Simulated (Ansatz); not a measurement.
Species: bromo-bis(ethenyl)borane, C₄H₆BBr (charge 0, singlet). SMILES: C=CB(Br)C=C
Structure (B3LYP-D3(BJ)/def2-TZVP (Ansatz, a program for electronic structure) minimum search):
```
B
C 1 1.5412
C 2 1.3369 1 126.07
H 3 1.0837 2 121.23 1 0.00
H 3 1.0842 4 116.61 2 -180.00
H 2 1.0890 3 117.21 4 180.00
C 1 1.5412 2 121.29 6 0.00
C 7 1.3369 1 126.07 2 180.00
H 8 1.0837 7 121.23 1 0.00
H 8 1.0842 9 116.61 7 -180.00
H 7 1.0890 8 117.21 9 -180.00
Br 1 1.9508 2 119.35 6 -180.00
```

Parts of the frozen-core correlation energy in aug-cc-pVTZ (Ansatz, hartree). Frozen orbitals: 19; correlated occupied orbitals by spin: 16 and 16; virtual: 392 and 392. No spin-orbit coupling. Non-relativistic. The restricted reference is unstable.

```json
[
 {"term": "reference (HF)", "value": "-2752.18518"},
 {"term": "MP2 opposite-spin", "value": "-0.69893"},
 {"term": "MP2 same-spin", "value": "-0.21299"},
 {"term": "CCSD correlation", "value": "-0.96123"},
 {"term": "(T)", "value": "-0.04727"},
 {"term": "T1 diagnostic", "value": "0.013"},
 {"term": "largest doubles amplitude", "value": "0.050"}
]
```
